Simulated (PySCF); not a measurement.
**Working out the ionisation energy of Ba⁺**

Ba⁺ [Xe] 6s1 (2S) → Ba²⁺ [Xe] (1S). Calculation: PySCF 2.14, in ANO-RCC-VTZP; the spin-free X2C one-electron Hamiltonian (Gaussian nucleus). Frozen: [Kr] 4d10. Energies in hartree (1 hartree = 27.21139 eV):

| part | Ba⁺ (lower) | Ba²⁺ (upper) |
| --- | --- | --- |
| UHF | -8131.134075 | -8130.791441 |
| MP2 opposite-spin | -0.125827 | -0.116642 |
| MP2 same-spin | -0.044561 | -0.036942 |

**Question.** What does Hartree-Fock give?

**Answer.** (-8130.791441) − (-8131.134075) = 0.342634 hartree = 9.324 eV.

**Question.** What do MP2 and SCS-MP2 (6/5 opposite-spin, 1/3 same-spin) give?

**Answer.** The opposite-spin parts differ by 0.250 eV and the same-spin parts by 0.207 eV. MP2: 9.324 + (0.250) + (0.207) = 9.781 eV. SCS-MP2: 9.324 + 1.2 × (0.250) + (0.207)/3 = 9.693 eV.

Measured between the centres of the two terms (NIST): 10.004 eV, so MP2 (valence and next inner shell) is off by -0.223 eV.

What remains against the reference includes basis incompleteness, the frozen core and correlation beyond second order.
